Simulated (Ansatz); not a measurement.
Mulliken charges of C2H4FGeN, SMILES `N=[C]1[CH2][GeH]1[F]` from r2SCAN/def2-TZVPP in Ansatz (PBE0-D4/def2-TZVP geometry).

```json
{"atom": "N1", "x (Å)": "1.316", "y (Å)": "1.404", "z (Å)": "-0.749", "charge (e)": "-0.263"}
{"atom": "C2", "x (Å)": "0.497", "y (Å)": "0.546", "z (Å)": "-0.358", "charge (e)": "-0.028"}
{"atom": "C3", "x (Å)": "0.617", "y (Å)": "-0.899", "z (Å)": "0.034", "charge (e)": "-0.145"}
{"atom": "Ge4", "x (Å)": "-1.108", "y (Å)": "-0.108", "z (Å)": "0.521", "charge (e)": "0.432"}
{"atom": "F5", "x (Å)": "-2.429", "y (Å)": "-0.724", "z (Å)": "-0.427", "charge (e)": "-0.367"}
{"atom": "H6", "x (Å)": "0.888", "y (Å)": "2.324", "z (Å)": "-0.853", "charge (e)": "0.184"}
{"atom": "H7", "x (Å)": "1.426", "y (Å)": "-1.192", "z (Å)": "0.701", "charge (e)": "0.084"}
{"atom": "H8", "x (Å)": "0.504", "y (Å)": "-1.577", "z (Å)": "-0.814", "charge (e)": "0.099"}
{"atom": "H9", "x (Å)": "-1.623", "y (Å)": "0.180", "z (Å)": "1.930", "charge (e)": "0.004"}
```

Task: By hand: the dipole of these point charges (1 e Å = 4.8032 D).

Result: Σ q r = (0.290, 0.137, 0.413) e Å, of length 0.523 e Å = 2.51 D.

Task: How does the dipole of the full density compare? (Best estimate.)

Result: The calculation gave: (0.017, 0.086, 0.321) e Å, 1.60 D; the point charges give 1.57 times that, at 31° from its direction.

Point charges leave out the atoms' own dipoles, such as those of lone pairs, and Mulliken's split depends on the basis, so the two needn't agree.
